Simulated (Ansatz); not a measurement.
Calculated with Ansatz (gas phase, PBE0-D4/def2-TZVP geometries, no zero-point term in ΔE). CCSD(T)/CBS is the MP2 limit (def2-TZVPP, def2-QZVPP) plus CCSD(T) − MP2 in def2-TZVPP, frozen cores. Functionals use def2-TZVPP. B3LYP here is the variant with VWN-RPA as its local correlation; programs differ in this. One conformer a species, not always the lowest.

`[CH3][AlH][O][SiH3]` + `CC(Cl)Cl` → `[SiH3]CC(Cl)Cl` + `[CH3][AlH][OH]`  (formal exchange of groups at the Si–O bond)

`[CH3][AlH][O][SiH3]`:

Z-matrix (Å, degrees):
```
C
Al 1 1.942
H 1 1.093 2 112.4
H 1 1.096 2 110.3 3 -119.5
H 1 1.094 2 111.7 3 122.1
O 2 1.688 1 119.8 3 22.6
H 2 1.582 1 124.0 3 -158.2
Si 6 1.621 2 169.7 1 -4.7
H 8 1.489 6 110.8 2 -9.3
H 8 1.488 6 110.1 2 110.7
H 8 1.488 6 110.2 2 -129.3
```

`CC(Cl)Cl`:

Z-matrix (Å, degrees):
```
C
C 1 1.504
H 1 1.090 2 110.4
H 1 1.091 2 109.6 3 120.1
H 1 1.091 2 109.6 3 -120.1
Cl 2 1.777 1 110.8 3 61.5
Cl 2 1.777 1 110.8 3 -61.5
H 2 1.087 1 112.5 3 180.0
```

`[SiH3]CC(Cl)Cl`:

Cartesian coordinates in Å:
```
Si -0.327 -1.040 1.085
C 0.080 0.627 0.286
C 0.347 0.552 -1.193
Cl 0.775 2.147 -1.863
Cl -1.052 -0.116 -2.068
H -1.727 -1.449 0.827
H 0.601 -2.076 0.557
H -0.119 -0.905 2.550
H -0.735 1.330 0.476
H 0.974 1.032 0.771
H 1.184 -0.101 -1.429
```

`[CH3][AlH][OH]`:

```xyz
8

C    -0.691   -1.054   -0.130
Al    0.616    0.379   -0.064
O     0.116    1.872    0.578
H    -0.889   -1.357   -1.164
H    -1.641   -0.761    0.322
H    -0.327   -1.946    0.389
H     2.116    0.243   -0.572
H     0.701    2.625    0.641
```

(1) Is it downhill or uphill in electronic energy at CCSD(T)/CBS, and by how much? (Estimate.)

(2) What do these levels give: PBE0-D4, B3LYP-D4, ωB97X-V, PBE0, B3LYP, CCSD/CBS(def2)? (Best estimate.)

Largest T1 diagnostic among the species: 0.011.

Results:

(1) Ansatz gave: Uphill: ΔE = +117.5 kJ/mol.

(2) Computed: PBE0-D4 109.9, B3LYP-D4 120.5, ωB97X-V 117.6, PBE0 112.9, B3LYP 126.2, CCSD/CBS(def2) 122.3 kJ/mol.

In def2-TZVPP, CCSD(T) changes the Hartree–Fock value by −32.1 kJ/mol (the triples alone add −4.8 kJ/mol) and MP2 by −32.3 kJ/mol. The D4 term adds −5.7 kJ/mol with B3LYP and −3.0 kJ/mol with PBE0; it sums over pairs of atoms, weighted by their polarisabilities, and B3LYP, whose exchange is more repulsive, gets the larger term.
